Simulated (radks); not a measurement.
Task: Dipole-allowed excitations along the series with 4 electrons in [He] 2s2. All-electron calculation, non-relativistic Kohn-Sham, LDA (Slater exchange, VWN5 correlation), spin-polarised, spherical densities, point nucleus. Program: a radial shooting solver on a logarithmic mesh with Libxc functionals. Time-dependent linear response with the Hartree and adiabatic LDA kernel, continuum included through the Sternheimer equations. Lines are the poles of the dipole polarisability below minus the highest occupied eigenvalue, found on a grid refined at the orbital gaps; the lowest seven at most are given, and weak or close lines can be missed. The first line takes the name of the lowest orbital gap if no other gap lies below it; otherwise a line is named after a gap within 0.6 % of it, if that gap stands alone.

species  -e(HOMO) (eV)  lowest orbital gap (eV)  first line (eV)      f  strongest line (eV)  its f  static alpha (bohr^3)
Fe22+           1885.3             2s-2p 53.547   73.113 (2s-2p)  0.122       1102.2 (2s-3p)  0.736                0.01755
Ni24+           2219.4             2s-2p 58.046   79.204 (2s-2p)  0.113       1292.5 (2s-3p)  0.746                0.01379
Cu25+           2396.7             2s-2p 60.295   82.253 (2s-2p)  0.109       1393.3 (2s-3p)  0.750                0.01230

Estimate the first line of Co23+, its oscillator strength and the static polarisability.

Result: 76.160 eV (2s-2p), f = 0.117, alpha = 0.01552 bohr^3.
